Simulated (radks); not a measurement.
Numerical settings for the vanadium ion V3+, [Ar] 3d2. Calculated with a radial shooting solver on a logarithmic mesh with Libxc functionals: Dirac Kohn-Sham, PBE, spin-unpolarised, spherical densities, point nucleus; open shells fill j = l - 1/2 first. The defaults (mesh step 0.008 in ln r, mesh end at 40 bohr or more with all orbitals vanishing there, Anderson mixing 0.5 over 9 steps, residual threshold near 1e-9 with the energy settled to 1e-9 hartree or 1e-11 of itself, here a cap of 100 iterations) give E = -947.1489 hartree and 3d3/2 at -36.989 eV in 15 iterations. Run on one thread of a shared host, so times are rough (Intel(R) Xeon(R) 6975P-C): 0.07 s of CPU time, 0.07 s wall, 15 iterations on 2476 mesh points. Changes against that run (0 stands for a change within the tolerance of the run):

| setting | iterations | converged | E (mhartree) | e(3d3/2) (meV) | CPU (s) |
|---|---|---|---|---|---|
| mesh step in ln r 0.2 | 100 | no | diverged | - | 0.21 |
| mesh step in ln r 0.03 | 15 | yes | +0.000146 | 0 | 0.02 |
| mesh step in ln r 0.02 | 15 | yes | 0 | 0 | 0.03 |
| mesh end (bohr) 12 | 15 | yes | 0 | 0 | 0.07 |
| mesh end (bohr) 8 | 15 | yes | +0.000102 | +0.0123 | 0.07 |
| residual threshold 0.01 | 9 | yes | 0 | -0.0565 | 0.05 |
| residual threshold 1e-05 | 9 | yes | 0 | -0.0565 | 0.05 |
| mixing 1 | 11 | yes | 0 | 0 | 0.06 |
| linear mixing, mixing 0.05 | 100 | no | +0.00132 | -92.8 | 0.43 |
| linear mixing, mixing 0.2 | 88 | yes | 0 | 0 | 0.33 |
| mixing history 3 | 17 | yes | 0 | 0 | 0.07 |
| iteration cap 3 | 3 | no | +7.92 | -1e+03 | 0.02 |

No run marked as converged misses the energy by more than 1 mhartree. A mesh that ends early acts as a hard wall.
